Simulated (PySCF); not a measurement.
# How methods differ on the excitation energy of Ce

Ce [Xe] 4f1 5d1 6s2 (high-spin determinant) → Ce [Xe] 5d2 6s2 (3F), as a difference of total energies. Calculation: PySCF 2.14, in ANO-RCC-VTZP (8s7p5d3f2g1h, 104 functions); the spin-free X2C one-electron Hamiltonian (Gaussian nucleus). Correlated levels: valence: [Kr] 4d10 frozen. The calculations carry no spin-orbit coupling.

```
           method  excitation energy (eV)
              UHF                   2.948
    MP2 (valence)                   2.956
SCS-MP2 (valence)                   2.928
   CCSD (valence)                   2.816
CCSD(T) (valence)                   2.742
```

How much does correlation contribute at CCSD(T) (valence)?

2.742 − (2.948) = -0.206 eV, measured against UHF.

A first-order spin-orbit estimate (lowest level to lowest level, LS coupling) adds 0.073 eV.

The determinant of the lower state mixes LS terms, which raises its energy above the lowest term, most at the Hartree-Fock and MP2 levels.
